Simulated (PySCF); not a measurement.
SiF2Cl, SMILES F[Si](Cl)F, multiplicity 2.

Geometry: B3LYP-D3(BJ)/def2-SVP.

Computed with M06-2X/def2-TZVPD (PySCF).

- total energy: -949.53024 hartree
- point group: Cs
- α spin, highest occupied and lowest empty level: -8.86 and 0.32 eV
- β spin, highest occupied and lowest empty level: -11.51 and -3.79 eV
- dipole moment: 1.36 D
- quadrupole, principal values (traceless, Buckingham form, about the centre of nuclear charge): -2.76, -1.42, 4.18 D·Å
- mean static polarisability: 39.9 bohr³ (5.91 Å³)
- polarisability, principal values: 33.7, 36.5, 49.5 bohr³
- ⟨S²⟩: 0.752 (pure state 0.75)
